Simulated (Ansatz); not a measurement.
`C[SiH2]S[SiH2]F` + `[NH2][SnH3]` → `C[NH][SnH3]` + `F[SiH2]S[SiH3]` at 500 K and 1 bar (substitution at a C–Si bond).

Gas-phase electronic energies from Ansatz, PBE0-D4/def2-TZVP geometries. CCSD(T)/CBS is the MP2 limit (def2-TZVPP, def2-QZVPP) plus CCSD(T) − MP2 in def2-TZVPP, frozen cores. This one scheme is used for every species. def2 core potentials past Kr. For Sn outer-core shells are correlated without core-valence functions, which leaves a few kJ/mol of doubt a bond. One conformer a species, not always the lowest.

| species | CCSD(T)/CBS energy (Eh) | H − E (kJ/mol) | S (J/(mol·K)) |
| --- | --- | --- | --- |
| `C[SiH2]S[SiH2]F` | -1118.12196 | 257.1 | 466.2 |
| `[NH2][SnH3]` | -271.71442 | 151.0 | 334.3 |
| `C[NH][SnH3]` | -310.95876 | 234.1 | 381.1 |
| `F[SiH2]S[SiH3]` | -1078.84190 | 170.2 | 416.8 |

H − E and S are ideal-gas, rigid-rotor, harmonic terms from PBE0-D4/def2-TZVP, for one conformer and one mirror image of each species. 1 Eh = 2625.50 kJ/mol, R = 8.31446 J/(mol·K).

Question: By hand: ΔE, ΔH, ΔS and ΔG.

Answer: ΔE = (-310.95876) + (-1078.84190) − (-1118.12196) − (-271.71442) = 0.03572 Eh = 93.8 kJ/mol. Δ(H − E) = 234.1 + 170.2 − 257.1 − 151.0 = -3.8, so ΔH = 90.0 kJ/mol. ΔS = 381.1 + 416.8 − 466.2 − 334.3 = -2.6 J/(mol·K). ΔG = 90.0 − 500 × (-2.6)/1000 = 91.3 kJ/mol.

Question: By hand: the equilibrium constant, and the temperature at which ΔG would vanish if ΔH and ΔS stayed fixed.

Answer: log₁₀ K = −ΔG/(RT ln 10) = -9.5. ΔH and −TΔS have one sign here, so there is no such temperature. One of them is within its doubt of zero, so this could turn.

The number of gas molecules stays the same, so ΔS is small and ΔH decides. A doubt of 5 kJ/mol in ΔE shifts log₁₀ K by 0.5 here. Other conformers and mirror images would add mixing entropy, several J/(mol·K) or more a flexible species. Modes under 60 cm⁻¹, often nearly free rotors, make the harmonic entropy too high. These are equilibria of isolated gas molecules and say nothing of rates. Largest T1 diagnostic: 0.013 (customary marks: 0.02 for closed shells, 0.045 for open ones).
